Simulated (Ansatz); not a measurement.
Geometry optimisation, RKS BLYP/def2-SVP in Ansatz 0.2.0.

Input:

```yaml
crystal:
  periodic: [false, false, false]
  atoms:
    - { symbol: Si, position_ang: [-0.093644, 0.147669, 0.135671] }
    - { symbol: "N", position_ang: [-0.077031, 0.08676, 1.933956] }
    - { symbol: H, position_ang: [-0.967497, -0.025608, 2.433032] }
    - { symbol: H, position_ang: [0.491081, 0.800099, 2.409475] }
    - { symbol: H, position_ang: [1.320417, 0.302897, -0.275582] }
    - { symbol: O, position_ang: [-0.852306, 1.501605, -0.549769] }
    - { symbol: H, position_ang: [-1.82485, 1.457617, -0.623634] }
    - { symbol: H, position_ang: [-0.858912, -1.057517, -0.309099] }
    - { symbol: O, position_ang: [1.38893, -2.253425, 0.755327] }
    - { symbol: H, position_ang: [0.631234, -2.867187, 0.668575] }
    - { symbol: H, position_ang: [1.162578, -1.76261, 1.590047] }
basis:
  gaussian: { orbitals: def2-SVP }
hamiltonian:
  xc: blyp
relax:
  f_tol: 0.03
  max_steps: 50
```

Run as:

```bash
$ ansatz run input.yaml --threads 2 --pin off --max-ram 3072MiB --backend cpu --events-out ev --progress --plain --runs-dir out
```

Question: Where does it end, and by what steps?

Answer: The run converged. After 11 steps the energy has fallen by 0.097 eV; O9 moved furthest, 0.39 Å.

| step | energy less start (eV) | largest force component (eV/Å) | accepted |
| --- | --- | --- | --- |
| 0 | 0.0000 | 0.572 | yes |
| 1 | 0.0041 | 1.390 | no |
| 2 | -0.0328 | 0.573 | yes |
| 3 | -0.0639 | 0.462 | yes |
| 4 | -0.0881 | 0.185 | yes |
| 5 | -0.0920 | 0.185 | yes |
| 6 | -0.0939 | 0.202 | yes |
| 7 | -0.0912 | 0.224 | no |
| 8 | -0.0964 | 0.077 | yes |
| 9 | -0.0966 | 0.031 | yes |
| 10 | -0.0963 | 0.069 | no |
| 11 | -0.0968 | 0.008 | yes |

```xyz
11
Properties=species:S:1:pos:R:3
Si -0.142 0.235 0.026
N -0.051 -0.006 1.775
H -0.918 -0.220 2.283
H 0.491 0.678 2.316
H 1.252 0.367 -0.464
O -0.895 1.656 -0.492
H -1.868 1.672 -0.440
H -0.900 -0.953 -0.484
O 1.511 -2.406 1.097
H 0.768 -3.029 0.973
H 1.072 -1.663 1.579
```

Run time: 19 s on 2 threads of Arm Neoverse V2, with other jobs on the host, peak memory 0.12 GiB.
